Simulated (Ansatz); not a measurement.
The cluster IrO2⁺, relaxed as a singlet with RKS B3LYP-D4/def2-TZVP in Ansatz, starting from the GFN2-xTB geometry. Force threshold 0.02 eV/Å.

In the def2 sets Ir takes a core potential; there is no spin–orbit coupling. The structure holds 1 bond(s) between oxygen atoms. No other spin state of charge 1 was run. Another isomer (singlet) lies 2.30 eV lower at PBE0-D4/def2-TZVP; other spin states weren't run for this one.

Start:

```xyz
3

Ir   -0.768   -0.671   -0.588
O     0.056    0.819    0.507
O     0.712   -0.147    0.081
```

| step | energy (eV) | largest force component (eV/Å) | SCF passes |
| --- | --- | --- | --- |
| 1 | -6921.2540 | 3.758 | 37 |
| 2 | -6921.4283 | 1.132 | 54 |
| 3 | -6921.4486 | 0.253 | 54 |
| 4 | -6921.4703 | 0.347 | 67 |
| 5 | -6921.4729 | 0.009 | 54 |

Force components are those of the run's own axes.

End:

```xyz
3

Ir   -0.8350   -0.6210   -0.5739
O    -0.0151    0.7567    0.4525
O     0.8501   -0.1356    0.1214
```

By distances, no bond broke or formed. The bond that changes most is Ir1–O3, from 1.71 to 1.89 Å (atoms count from 1).

No frequencies were taken in this run, so the end may be a saddle point.

Run time 6 s (4 threads of Arm Neoverse V1 on a shared host).
